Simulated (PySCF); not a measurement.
## Zr (zirconium, neutral) across methods

[Kr] 4d4, high-spin 5D determinant (an excited configuration). Calculation: PySCF 2.14, in ANO-RCC-VDZP (6s5p3d1f, 43 functions); the spin-free X2C one-electron Hamiltonian (Gaussian nucleus).

```
 method  E (hartree)  mean ε 4p α (eV)  mean ε 4p β (eV)  mean ε 4d α (eV)  Σ⟨r²⟩ (bohr²)   ⟨S²⟩
r2SCANh     -3598.04           -29.719           -27.420            -1.261          51.08  6.003
LC-wPBE     -3597.67           -33.085           -30.789            -4.052          50.59  6.003
    M06     -3598.07           -30.313           -28.387            -1.373          51.04  6.001
   PBE0     -3597.74           -30.485           -28.154            -1.738          51.16  6.002
    PBE     -3597.68           -27.835           -26.109            -0.773          51.49  6.001
   BLYP     -3598.16           -27.584           -26.042            -0.467          51.69  6.001
    UHF  -3595.98621           -37.548           -33.234            -4.109          51.26  6.007
    LDA     -3593.59           -27.988           -26.407            -0.853          51.68  6.001
 r2SCAN     -3598.04           -28.780           -26.666            -0.873          51.13  6.003
```
